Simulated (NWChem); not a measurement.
Species: SiHOBrCl₂; SMILES O[Si](Cl)(Cl)Br

```xyz
6

O      0.1037    -0.7584    -1.9167
Si     0.0085    -0.4841    -0.3066
Cl    -1.7049    -1.2826     0.4794
Cl     1.6287    -1.3846     0.5280
Br     0.0268     1.6739     0.1423
H     -0.5894    -0.3976    -2.4798
```
Atoms are numbered in this order, from 1.

All runs: NWChem. Medium grid unless said otherwise, to which SCAN and Minnesota functionals are sensitive. Structure relaxed at the PBE0/def2-SVP level.

Order these by “dipole (D)”, lowest first: PBE/def2-SVP; MN15/def2-SVP; LC-BLYP (range parameter 0.33 per bohr)/def2-SVP.

PBE/def2-SVP (1.75), LC-BLYP (range parameter 0.33 per bohr)/def2-SVP (1.80), MN15/def2-SVP (1.86)
